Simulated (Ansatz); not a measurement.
Consider the ligand exchange at a B–C bond: `CBCF` + HI → `CBI` + `CF`.

Gas-phase electronic energies from Ansatz, PBE0-D4/def2-TZVP geometries. CBS: MP2 limit from def2 TZ/QZ plus the TZ coupled-cluster correction, frozen cores. This one scheme is used for every species. DFT in def2-TZVPP. Elements past krypton have def2 core potentials. For I outer-core shells are correlated without core-valence functions, which leaves a few kJ/mol of doubt a bond. One conformer a species, not always the lowest.

**Question.** Is it downhill or uphill in electronic energy at CCSD(T)/CBS, and by how much? (An estimate is asked.)

**Answer.** Ansatz gave: Downhill: ΔE = -0.83 eV.

**Question.** What do these levels give: PBE0-D4, r2SCANh-D4, ωB97X-V, BLYP, PBE0, BHLYP, CAM-B3LYP, RPA@PBE/def2-TZVPP, HF/def2-TZVPP, MP2/def2-TZVPP, MP2/def2-QZVPP, MP2/CBS(def2)? (Best estimate.)

**Answer.** Computed: PBE0-D4 -0.77, r2SCANh-D4 -0.77, ωB97X-V -0.72, BLYP -0.72, PBE0 -0.76, BHLYP -0.72, CAM-B3LYP -0.66, RPA@PBE/def2-TZVPP -0.81, HF/def2-TZVPP -0.76, MP2/def2-TZVPP -0.90, MP2/def2-QZVPP -0.92, MP2/CBS(def2) -0.93 eV.

**Question.** What do rigid-rotor, harmonic-oscillator terms from PBE0-D4/def2-TZVP frequencies (298.15 K, 1 bar) make of the CCSD(T)/CBS value? (Estimate.)

**Answer.** Computed: ΔZPE = +0.13 eV, ΔH = -0.71 eV, ΔS = 15 J/(mol·K), ΔG = -0.75 eV.

Largest T1 diagnostic among the species: 0.011.

At CCSD(T), def2-SVP lies +0.06 eV from the extrapolated value and def2-TZVPP +0.03 eV. Leaving LDA and LC-ωPBE aside and taking each functional with its dispersion term where it has one, the values, not all of them listed here, spread over 0.15 eV, from PBE-QIDH to CAM-B3LYP-D4. LDA lies +0.08 eV from PBE without D4.
